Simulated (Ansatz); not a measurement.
In(H2S)Cl3 (InH₂SCl₃), relaxed as a singlet with RKS B3LYP-D4/def2-SVP in Ansatz, starting from the GFN2-xTB geometry. Force threshold 0.02 eV/Å.

In the def2 sets In takes a core potential; there is no spin–orbit coupling.

Start:

```xyz
7

In   -0.3385   -0.9941    0.3455
S     0.7305    1.1475   -1.1225
H    -0.3624    1.8538   -0.8294
H     1.3574    1.5482   -0.0158
Cl   -2.0056   -1.6606   -1.0957
Cl   -0.9457    0.3741    2.1221
Cl    1.5643   -2.2689    0.5957
```

Q: Estimate the energy that the relaxation releases and the steps that it takes.

A: 6.7 kJ/mol, in 5 steps; 8 s on 4 threads of Arm Neoverse V1 on a shared host. No frequencies were taken in this run, so the end may be a saddle point.

Q: Does the start keep its bonding and symmetry?

A: By distances, no bond broke or formed. The bond that changes most is In1–Cl5, from 2.30 to 2.35 Å (atoms count from 1). Point group Cs at the start, Cs at the end, both within 0.05 Å.

Q: Predict the relaxed structure.

A: 
| atom | x (Å) | y (Å) | z (Å) |
| --- | --- | --- | --- |
| In1 | -0.350 | -1.004 | 0.369 |
| S2 | 0.718 | 1.113 | -1.111 |
| H3 | -0.354 | 1.904 | -0.864 |
| H4 | 1.397 | 1.595 | -0.042 |
| Cl5 | -2.034 | -1.677 | -1.133 |
| Cl6 | -0.980 | 0.368 | 2.189 |
| Cl7 | 1.604 | -2.299 | 0.592 |
Bond lengths: 3 × Cl–In 2.35 to 2.36 Å; 1 × In–S 2.80 Å; 2 × H–S 1.36 Å.
